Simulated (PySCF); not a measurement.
Spectrum to structure. Level of theory: PySCF, TDDFT CAM-B3LYP/def2-SVPD, vertical, gas phase, core orbitals frozen in the response. Geometries: GFN2-xTB, one conformer each.

```csv
state,E (eV),f,"main configurations (H = HOMO, L = LUMO)"
S1,4.56,0.0006,"H-1→L (55%), H-2→L (20%), H→L (18%)"
S2,5.48,0.021,"H→L+2 (37%), H→L (36%)"
S3,5.79,0.0025,"H→L (42%), H→L+2 (28%)"
S4,6.18,0.058,"H→L+3 (31%), H→L+1 (12%), H-2→L+2 (10%)"
S5,6.61,0.029,"H→L+1 (37%), H→L+3 (14%), H-2→L+3 (11%)"
S6,6.63,0.0042,"H-2→L+3 (18%), H→L+1 (17%), H→L+3 (12%)"
S7,6.95,0.070,"H→L+4 (22%), H-3→L+2 (10%), H→L+2 (10%)"
S8,7.13,0.143,"H→L+3 (15%), H-3→L+2 (14%), H-1→L+1 (9%)"
```

Question: Which structure fits? All have the formula C6H9OP.
A. `C=CP1(=O)CC=CC1`
B. `C#CP(C)CC(=O)C`
C. `C=C/C=P/CC(C)=O`
D. `O=C=PC1CCCC1`

Answer: B. Its S1 lies at 4.56 eV; the nearest of the others has S1 at 4.13 eV. S1 is HOMO-1→LUMO (55%), HOMO-2→LUMO (20%), HOMO→LUMO (18%). Löwdin shares by element: HOMO phosphorus 44%, carbon 38% or more (atoms not listed hold the other 18%); LUMO carbon 51% or more, oxygen 31% (atoms not listed hold the other 18%). At the same level the other candidates give, for their lowest levels:
- `O=C=PC1CCCC1`: 2.68 eV (f 0.001); 4.77 eV (f 0.010); 6.14 eV (f 0.030); 6.29 eV (f 0.013); 6.49 eV (f 0.104); T1 2.34 eV; HOMO -7.66, LUMO -0.69 eV
- `C=CP1(=O)CC=CC1`: 6.16 eV (f 0.001); 6.44 eV (f 0.053); 6.86 eV (f 0.051); 6.95 eV (f 0.004); 7.10 eV (f 0.012); T1 4.37 eV; HOMO -8.90, LUMO 0.46 eV
- `C=C/C=P/CC(C)=O`: 4.13 eV (f 0.117); 4.44 eV (f 0.362); 4.57 eV (f 0.029); 5.37 eV (f 0.011); 5.62 eV (f 0.016); T1 2.03 eV; HOMO -7.79, LUMO -1.21 eV

Conformer computed: `[CH:1]#[C:2][P:3]([CH3:4])[CH2:5][C:6]([CH3:7])=[O:8]`: C2–P3–C5–C6 -179°, P3–C5–C6–C7 -171°.
Triplets come from the Tamm–Dancoff approximation.
